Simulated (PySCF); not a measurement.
Isomers of C6H13FGe, mass 178.021 u with the commonest isotopes. Method: PySCF 2.14.0, PBE0-D3(BJ)/def2-SVP geometry optimisation, gas phase. One conformer each, none proved a minimum here; rigid rotors.

Task: Order these by radius of gyration √(Σ m r²/M), largest first.
A. `[CH3:1][C@@H:2]1[CH2:3][CH2:4][C@@H:5]([F:6])[CH2:7][GeH2:8]1` with C1–C2–C3–C4 178°, C2–C3–C4–C5 69°, C3–C4–C5–F6 171°, C4–C5–C7–Ge8 55°
B. `[CH3:1][C@@H:2]1[CH2:3][GeH2:4][CH2:5][C@@H:6]([F:7])[CH2:8]1` with C1–C2–C3–Ge4 -179°, C2–C3–Ge4–C5 44°, C3–Ge4–C5–C6 -43°, Ge4–C5–C6–F7 -64°
C. `[CH3:1][C@@:2]1([GeH3:3])[CH2:4][CH2:5][C@@H:6]([F:7])[CH2:8]1` with C1–C2–C4–C5 161°, C2–C4–C5–C6 -36°, C4–C5–C6–F7 -100°, C5–C6–C8–C2 7°
D. `[CH3:1][C@@:2]1([GeH3:3])[CH2:4][CH2:5][C@H:6]([F:7])[CH2:8]1` with C1–C2–C4–C5 154°, C2–C4–C5–C6 -14°, C4–C5–C6–F7 105°, C5–C6–C8–C2 33°
E. `[CH3:1][CH:2]([CH3:3])[C@@H:4]1[GeH2:5][CH2:6][C@@H:7]1[F:8]` with C1–C2–C4–Ge5 170°, C2–C4–Ge5–C6 -142°, C4–Ge5–C6–C7 19°, Ge5–C6–C7–F8 90°, C2–C4–C7–C6 153°
F. `[CH3:1][Ge@@H:2]1[CH2:3][CH2:4][CH2:5][CH2:6][C@@H:7]1[F:8]` with C1–Ge2–C3–C4 -162°, Ge2–C3–C4–C5 56°, C3–C4–C5–C6 -67°, C4–C5–C6–C7 66°

Result: C (2.024 Å), A (1.979 Å), E (1.951 Å), B (1.905 Å), D (1.851 Å), F (1.804 Å).

Task: Order these by rotational constant A, largest first.
A. `[CH3:1][C@@:2]1([CH2:3][F:4])[CH2:5][CH2:6][GeH2:7][CH2:8]1` with C1–C2–C3–F4 -60°, C1–C2–C5–C6 171°, C2–C5–C6–Ge7 -34°, C5–C6–Ge7–C8 9°, C6–Ge7–C8–C2 15°
B. `[CH3:1][CH:2]([CH3:3])[C@@H:4]1[GeH2:5][CH2:6][C@@H:7]1[F:8]` with C1–C2–C4–Ge5 170°, C2–C4–Ge5–C6 -142°, C4–Ge5–C6–C7 19°, Ge5–C6–C7–F8 90°, C2–C4–C7–C6 153°
C. `[CH3:1][Ge@@H:2]1[CH2:3][CH2:4][CH2:5][CH2:6][C@@H:7]1[F:8]` with C1–Ge2–C3–C4 -162°, Ge2–C3–C4–C5 56°, C3–C4–C5–C6 -67°, C4–C5–C6–C7 66°
D. `[CH3:1][C@@:2]1([GeH3:3])[CH2:4][CH2:5][C@@H:6]([F:7])[CH2:8]1` with C1–C2–C4–C5 161°, C2–C4–C5–C6 -36°, C4–C5–C6–F7 -100°, C5–C6–C8–C2 7°
E. `[CH3:1][C@@:2]1([GeH3:3])[CH2:4][CH2:5][C@H:6]([F:7])[CH2:8]1` with C1–C2–C4–C5 154°, C2–C4–C5–C6 -14°, C4–C5–C6–F7 105°, C5–C6–C8–C2 33°
F. `[CH3:1][C@@H:2]1[CH2:3][GeH2:4][CH2:5][C@@H:6]([F:7])[CH2:8]1` with C1–C2–C3–Ge4 -179°, C2–C3–Ge4–C5 44°, C3–Ge4–C5–C6 -43°, Ge4–C5–C6–F7 -64°
G. `[CH3:1][C@@H:2]1[CH2:3][CH2:4][C@@H:5]([F:6])[CH2:7][GeH2:8]1` with C1–C2–C3–C4 178°, C2–C3–C4–C5 69°, C3–C4–C5–F6 171°, C4–C5–C7–Ge8 55°

Result: D (2413 MHz), A (2261 MHz), G (2141 MHz), C (2056 MHz), B (1965 MHz), E (1839 MHz), F (1789 MHz).

Task: Order these by rotational constant C, largest first.
A. `[CH3:1][C@@:2]1([CH2:3][F:4])[CH2:5][CH2:6][GeH2:7][CH2:8]1` with C1–C2–C3–F4 -60°, C1–C2–C5–C6 171°, C2–C5–C6–Ge7 -34°, C5–C6–Ge7–C8 9°, C6–Ge7–C8–C2 15°
B. `[CH3:1][C@@H:2]1[CH2:3][CH2:4][C@@H:5]([F:6])[CH2:7][GeH2:8]1` with C1–C2–C3–C4 178°, C2–C3–C4–C5 69°, C3–C4–C5–F6 171°, C4–C5–C7–Ge8 55°
C. `[CH3:1][C@@:2]1([GeH3:3])[CH2:4][CH2:5][C@@H:6]([F:7])[CH2:8]1` with C1–C2–C4–C5 161°, C2–C4–C5–C6 -36°, C4–C5–C6–F7 -100°, C5–C6–C8–C2 7°
D. `[CH3:1][Ge@@H:2]1[CH2:3][CH2:4][CH2:5][CH2:6][C@@H:7]1[F:8]` with C1–Ge2–C3–C4 -162°, Ge2–C3–C4–C5 56°, C3–C4–C5–C6 -67°, C4–C5–C6–C7 66°
E. `[CH3:1][CH:2]([CH3:3])[C@@H:4]1[GeH2:5][CH2:6][C@@H:7]1[F:8]` with C1–C2–C4–Ge5 170°, C2–C4–Ge5–C6 -142°, C4–Ge5–C6–C7 19°, Ge5–C6–C7–F8 90°, C2–C4–C7–C6 153°

Result: D (968.5 MHz), A (853.7 MHz), E (794.3 MHz), C (776.2 MHz), B (745.1 MHz).

| SMILES | point group | Ia (u·Å²) | Ib (u·Å²) | Ic (u·Å²) | κ | μa (D) | μb (D) | μc (D) |
| --- | --- | --- | --- | --- | --- | --- | --- | --- |
| CC(C)[C@@H]1[GeH2][CH2][C@@H]1F | C1 | 257.16 | 461.21 | 636.29 | -0.49 | 0.06 | 0.53 | 1.40 |
| C[C@@H]1CC[C@@H](F)[CH2][GeH2]1 | C1 | 236.00 | 480.71 | 678.30 | -0.56 | 1.61 | 0.65 | 0.05 |
| C[C@@]1([GeH3])CC[C@@H](F)C1 | C1 | 209.42 | 598.54 | 651.07 | -0.92 | 1.05 | 0.17 | 0.33 |
| C[C@@]1(CF)C[CH2][GeH2][CH2]1 | C1 | 223.47 | 532.22 | 591.99 | -0.86 | 0.40 | 1.59 | 0.33 |
| [CH3][Ge@@H]1[CH2]CCC[C@@H]1F | C1 | 245.76 | 391.28 | 521.81 | -0.41 | 0.03 | 0.79 | 0.73 |
| C[C@@]1([GeH3])CC[C@H](F)C1 | C1 | 274.81 | 414.39 | 531.17 | -0.40 | 1.19 | 1.99 | 0.04 |
| C[C@@H]1[CH2][GeH2][CH2][C@@H](F)C1 | C1 | 282.53 | 413.17 | 596.83 | -0.20 | 0.62 | 0.35 | 1.65 |
